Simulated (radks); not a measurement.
Initial-state core-level shifts of the ytterbium ion Yb+ when its valence configuration changes from [Xe] 4f14 6s1. Method: scalar-relativistic Kohn-Sham, LDA (Slater exchange, Perdew-Wang correlation), spin-polarised, spherical densities, point nucleus; open shells are filled with parallel spins first (spin-orbit coupling, left out, can overturn this in heavy ions); computed with a radial shooting solver on a logarithmic mesh with Libxc functionals. Shifts are changes of the shell-averaged eigenvalues in eV (positive: less bound).

| valence | 1s | 2s | 2p | 5p |
|---|---|---|---|---|
| 4f14 5d1 | +1.337 | +1.399 | +1.398 | +1.464 |
| 4f13 5d1 6s1 | -6.735 | -7.202 | -7.134 | -3.381 |
| 4f14 6p1 | -1.484 | -1.467 | -1.468 | -1.500 |
| 4f13 6s1 6p1 | -10.273 | -10.819 | -10.748 | -6.871 |
| 4f13.5 5d0.5 6s1 | -3.258 | -3.475 | -3.443 | -1.715 |
| 4f14 6s0.5 6p0.5 | -0.749 | -0.741 | -0.741 | -0.758 |
| 4f13.5 6s1 6p0.5 | -4.909 | -5.159 | -5.127 | -3.386 |
| 4f12 6s1 6p2 | -22.067 | -23.325 | -23.160 | -13.973 |
| 4f13 6s2 | -8.932 | -9.485 | -9.415 | -5.560 |
